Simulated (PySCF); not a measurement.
ScF₂, SMILES [Sc+]([F])[F], charge +1. The structure is a stationary point at ωB97X-D3(BJ)/def2-TZVP. The spin state was assumed, not searched. The isomer is the one that the SMILES or the coordinates give; other isomers of the formula were not compared.

All values below come from ωB97X-D3(BJ)/def2-TZVP (PySCF).

Harmonic wavenumbers (cm⁻¹): 173, 795, 820. Rotational constants (GHz): 28.14, 5.945, 4.908; symmetry number 2.

### Question
Work out the zero-point energy and the ideal-gas rigid-rotor harmonic-oscillator thermochemistry at 298.15 K and 1 atm.

### Answer
ZPE = ½ Σ hcν = ½ × 1787 cm⁻¹ = 10.69 kJ/mol. H − E(el) = 22.59 kJ/mol. Entropy in J/(mol K): translation 163.85, rotation 92.50, vibration 11.74, total 268.09. G − E(el) = -57.34 kJ/mol. Cp = 46.46 J/(mol K).
